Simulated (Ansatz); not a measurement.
```yaml
crystal:
  periodic: [false, false, false]
  atoms:
    - {symbol: Si, position_ang: [0.462676, 0.297215, 0.385989]}
    - {symbol: C, position_ang: [0.718035, 0.511072, 2.233954]}
    - {symbol: C, position_ang: [1.047794, 1.941918, 2.676887]}
    - {symbol: H, position_ang: [1.497764, -0.190523, 2.586795]}
    - {symbol: H, position_ang: [-0.223352, 0.178712, 2.710621]}
    - {symbol: H, position_ang: [1.066539, 2.036529, 3.774994]}
    - {symbol: H, position_ang: [2.034437, 2.266039, 2.307013]}
    - {symbol: H, position_ang: [0.300677, 2.653444, 2.289827]}
    - {symbol: C, position_ang: [2.016065, 0.628975, -0.631428]}
    - {symbol: C, position_ang: [2.355745, 2.107383, -0.852611]}
    - {symbol: H, position_ang: [1.871730, 0.124909, -1.605503]}
    - {symbol: H, position_ang: [2.868874, 0.107146, -0.157527]}
    - {symbol: H, position_ang: [3.228585, 2.232993, -1.514474]}
    - {symbol: H, position_ang: [1.509290, 2.647881, -1.306138]}
    - {symbol: H, position_ang: [2.587324, 2.621447, 0.094126]}
    - {symbol: O, position_ang: [-0.716114, 1.404297, 0.000983]}
    - {symbol: C, position_ang: [-1.683645, 1.460761, -1.055424]}
    - {symbol: C, position_ang: [-2.886752, 0.611047, -0.642526]}
    - {symbol: C, position_ang: [-2.072639, 2.931313, -1.183221]}
    - {symbol: C, position_ang: [-1.085263, 0.944266, -2.366041]}
    - {symbol: H, position_ang: [-3.684682, 0.657669, -1.401083]}
    - {symbol: H, position_ang: [-2.575714, -0.436508, -0.513768]}
    - {symbol: H, position_ang: [-3.291573, 0.974592, 0.314927]}
    - {symbol: H, position_ang: [-2.457789, 3.303124, -0.221365]}
    - {symbol: H, position_ang: [-2.848687, 3.070495, -1.952205]}
    - {symbol: H, position_ang: [-1.193582, 3.535847, -1.456503]}
    - {symbol: H, position_ang: [-0.790753, -0.112164, -2.263900]}
    - {symbol: H, position_ang: [-0.199342, 1.535317, -2.648558]}
    - {symbol: H, position_ang: [-1.819792, 1.019134, -3.183548]}
    - {symbol: O, position_ang: [-0.149988, -1.212389, 0.001174]}
    - {symbol: C, position_ang: [0.204777, -2.557996, 0.324689]}
    - {symbol: C, position_ang: [-0.384382, -2.909107, 1.693568]}
    - {symbol: C, position_ang: [-0.421866, -3.427205, -0.765547]}
    - {symbol: C, position_ang: [1.726525, -2.729143, 0.331157]}
    - {symbol: H, position_ang: [-0.205384, -3.967607, 1.941393]}
    - {symbol: H, position_ang: [0.067584, -2.290768, 2.485377]}
    - {symbol: H, position_ang: [-1.471106, -2.728298, 1.692872]}
    - {symbol: H, position_ang: [-1.512420, -3.274092, -0.788553]}
    - {symbol: H, position_ang: [-0.219793, -4.495188, -0.588577]}
    - {symbol: H, position_ang: [-0.015307, -3.149633, -1.751045]}
    - {symbol: H, position_ang: [2.191382, -2.102037, 1.110614]}
    - {symbol: H, position_ang: [2.152586, -2.445125, -0.644343]}
    - {symbol: H, position_ang: [2.001555, -3.775711, 0.536987]}
basis:
  gaussian: {orbitals: def2-SVP}
hamiltonian: {xc: {name: PBE}, dispersion: d4}
scf: {omitted_lower_state_checks: [starts]}
output: {forces: true}
```

```sh
$ ansatz run in.yaml --threads 2 --pin off --events-out ev --progress --plain --max-ram 32768MiB --backend cuda --devices 0, --max-vram 18GiB
```

Output, abridged:

```
Functional definition: PBE
4002 factors; their error is unknown
mean field evaluation 1: about -24790.2070 eV, gradient 1.4e2 eV
mean field evaluation 2: about -24728.2359 eV, gradient 2.0e2 eV
mean field evaluation 4: about -24834.1111 eV, gradient 1.6e1 eV
mean field evaluation 8: about -24834.6543 eV, gradient 2.8e-1 eV
mean field evaluation 16: about -24834.4682 eV, gradient 1.4e-3 eV
mean field -24834.46818498 eV, -912.6498723910 hartree, gradient 2.7e-5 eV, S^2 0.000000; 0 other end points of the search recorded, 0 dependent functions left out
reference -24834.46824175 eV, -912.6498744771 hartree; 65, 65 occupied and 289, 289 virtual orbitals, 4002 factors
Total energy: -24835.78698752 eV, -912.6983374903 hartree
Atom 0 force     0.266894    -0.004013     0.096297 eV/Å
Atom 1 force     0.019733     0.150504     0.071273 eV/Å
Atom 2 force    -0.032265    -0.141864    -0.049084 eV/Å
Atom 3 force     0.135231    -0.136237     0.029570 eV/Å
Atom 4 force    -0.165890    -0.069085     0.078100 eV/Å
Atom 5 force     0.008652     0.031683     0.242529 eV/Å
Atom 6 force     0.198543     0.081853    -0.077082 eV/Å
Atom 7 force    -0.143712     0.150908    -0.072025 eV/Å
Atom 8 force     0.047952     0.130816    -0.036374 eV/Å
Atom 9 force    -0.036100    -0.143425     0.025814 eV/Å
Atom 10 force    -0.035068    -0.094858    -0.165837 eV/Å
Atom 11 force     0.135195    -0.105046     0.099297 eV/Å
Atom 12 force     0.190039     0.037083    -0.141510 eV/Å
Atom 13 force    -0.161446     0.122777    -0.093780 eV/Å
Atom 14 force     0.045600     0.114297     0.193935 eV/Å
Atom 15 force    -0.154641     0.256617     0.072665 eV/Å
Atom 16 force     0.043693    -0.020825     0.023649 eV/Å
Atom 17 force     0.032921     0.034959    -0.042186 eV/Å
Atom 18 force     0.008731    -0.066971    -0.011829 eV/Å
Atom 19 force    -0.042491     0.029461     0.039039 eV/Å
Atom 20 force    -0.181159    -0.000500    -0.150417 eV/Å
Atom 21 force     0.051056    -0.221224     0.029712 eV/Å
Atom 22 force    -0.093231     0.068471     0.200155 eV/Å
Atom 23 force    -0.086874     0.090673     0.201254 eV/Å
Atom 24 force    -0.165722     0.045815    -0.160113 eV/Å
Atom 25 force     0.180668     0.139705    -0.061544 eV/Å
Atom 26 force     0.060056    -0.210495     0.007293 eV/Å
Atom 27 force     0.174164     0.113593    -0.070298 eV/Å
Atom 28 force    -0.144387     0.009088    -0.183467 eV/Å
Atom 29 force    -0.216199    -0.172411    -0.149105 eV/Å
Atom 30 force     0.022036     0.033546     0.005396 eV/Å
Atom 31 force     0.033365     0.021852    -0.062455 eV/Å
Atom 32 force     0.031260     0.042814     0.054619 eV/Å
Atom 33 force    -0.085616     0.001823     0.002756 eV/Å
Atom 34 force     0.029627    -0.222941     0.067741 eV/Å
Atom 35 force     0.074517     0.104909     0.156026 eV/Å
Atom 36 force    -0.205230     0.027844     0.010864 eV/Å
Atom 37 force    -0.213722     0.019366    -0.013732 eV/Å
Atom 38 force     0.034417    -0.232927     0.024789 eV/Å
Atom 39 force     0.073593     0.043440    -0.198386 eV/Å
Atom 40 force     0.100113     0.108095     0.143430 eV/Å
Atom 41 force     0.091839     0.046744    -0.179307 eV/Å
Atom 42 force     0.073857    -0.215912     0.042326 eV/Å
Dipole moment:     0.118903    -0.258342    -0.019254 e Å
Checks for a lower state left out: starts
```

Run time 11 s (2 threads of AMD EPYC 7R13 on a shared host and a share (18 GiB) of an NVIDIA H100 80GB HBM3), peak host memory 1 GiB.
